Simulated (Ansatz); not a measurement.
Ideal-gas functions of C2HCl2FGe, SMILES `C#[C][Ge]([F])([Cl])[Cl]` at 298.15 K and 1 bar, from an Ansatz frequency run at PBE0-D4/def2-TZVP.

Molar mass 187.54 g/mol, point group Cs (symmetry number 1), electronic degeneracy 1, moments of inertia 307.837, 325.971, 443.475 u Å². Harmonic wavenumbers (cm⁻¹, unscaled): 92, 104, 146, 196, 208, 315, 316, 431, 469, 554, 736, 749, 754, 2182, 3463.

Use S(trans) = R[1.5 ln M + 2.5 ln T − 1.1517]; rotational temperatures θ = 24.2544 K / I; S(rot) = R[ln(√π/σ · √(T³/θAθBθC)) + 1.5]; for each mode x = 1.438777 ν̃/T, S = R[x/(eˣ − 1) − ln(1 − e⁻ˣ)] and H = RT x/(eˣ − 1); 1 cm⁻¹ = 0.0119627 kJ/mol; R = 8.31446 J/(mol·K).

By hand: the entropy, in J/(mol·K).

Translation 174.1. Rotation: θ = 0.0788, 0.0744, 0.0547 K, giving 121.7. Vibration, mode by mode: 15.13, 14.13, 11.40, 9.08, 8.62, 5.59, 5.57, 3.58, 3.10, 2.24, 1.11, 1.06, 1.04, 0.00, 0.00, in all 81.7. Electronic 0.0. Sum 377.5 J/(mol·K).

By hand: H − E and G − E in kJ/mol, counted from the electronic energy.

Zero-point energy ½ × 10715 × 0.0119627 = 64.1; thermal vibration 13.3; translation, rotation and pV give 4 RT = 9.9. H − E = 87.3 kJ/mol, and G − E = 87.3 − 298.15 × 377.5/1000 = -25.3 kJ/mol.

Vibration gives 22 % of the entropy, 40.7 J/(mol·K) of it from the modes under 150 cm⁻¹: soft modes count most, and the harmonic formula is weakest for them.
